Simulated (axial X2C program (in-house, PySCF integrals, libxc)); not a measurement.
## Photoelectron levels of GeS by EOM-IP-CCSD

Computed with an axial X2C code built on PySCF integrals: two-component X2C with atomic mean-field Coulomb and Gaunt terms, Gaussian nuclei, basis Ge dyall-cv3z, S dyall-av3z with contracted cores.

R = 2.317 Å (1.150 times 2.015 Å, the PBE0 minimum at charge 0 for the lowest determinant).

Vertical ionisation energies of GeS to the states of GeS⁺:

```
Ω of GeS⁺  vertical IE (eV)  above lowest (cm⁻¹)                 ionised spinor  one-hole weight
      3/2             9.200                    0            81% S pπ, 15% Ge pπ             0.93
      1/2             9.251                  409            80% S pπ, 15% Ge pπ             0.93
      1/2            10.133                 7525  50% S pσ, 38% Ge pσ, 6% Ge sσ             0.95
      1/2            15.123                47772  59% Ge sσ, 19% S pσ, 11% S sσ             0.65
```

Take the first Ω = 1/2 and Ω = 3/2 rows of π character: how far apart are they, and which lies lower?

E(3/2) − E(1/2) = 0 − 409 = -409 cm⁻¹ at EOM-IP-CCSD: inverted, Ω = 3/2 lower. Splittings at this level can be off by ten to twenty per cent.

This point took 36 s on 1 thread of Arm Neoverse V1 (shared host).

Reference electrons by ω block (each with its −ω partner): 1/2: 17, 3/2: 6, 5/2: 1. 20 electrons of GeS correlated (inner shells frozen), 82 natural virtual spinors (a truncated set); levels can be off by some tenths of an eV. Roots sought by Ω: (1/2: 4, 3/2: 3, 5/2: 1); the list ends where they run out and leaves out roots under 60 % one-particle weight. The solver can skip a root, and states that need a further excitation, which the method places far too high, are missing though they may lie low or lowest. T1 of the reference 0.029 (Lee–Taylor). Number of frozen shells: Ge 3 s, 2 p; S 2 s, 1 p. Large amplitudes in the reference (orbital relaxation or multireference character) lower the reliability.
